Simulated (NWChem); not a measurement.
Molecule: N₂H₃, doublet; SMILES [NH]N

```xyz
5

N     -0.1059    -0.7412     0.0028
N     -0.0111     0.5921    -0.0555
H      0.8508    -1.0952    -0.0477
H      0.8329     1.0658     0.2391
H     -0.8654     1.0727     0.1773
```
Atoms are numbered in this order, from 1.

Structure relaxed at the PBE0-D3(BJ)/def2-TZVP, spin-unrestricted level. No stability test was run on the SCF state.

Task: List the 6 lowest vertical excitations from UHF/aug-cc-pVDZ, CIS (NWChem).

Result: 
```json
[
 {"state": "state 1", "energy (eV)": "4.24", "oscillator strength": "0.005", "<S²>": "0.77"},
 {"state": "state 2", "energy (eV)": "5.55", "oscillator strength": "0.003", "<S²>": "0.97"},
 {"state": "state 3", "energy (eV)": "6.48", "oscillator strength": "0.008", "<S²>": "0.95"},
 {"state": "state 4", "energy (eV)": "7.03", "oscillator strength": "0.121", "<S²>": "0.90"},
 {"state": "state 5", "energy (eV)": "7.04", "oscillator strength": "0.003", "<S²>": "0.95"},
 {"state": "state 6", "energy (eV)": "7.70", "oscillator strength": "0.021", "<S²>": "1.97"}
]
```
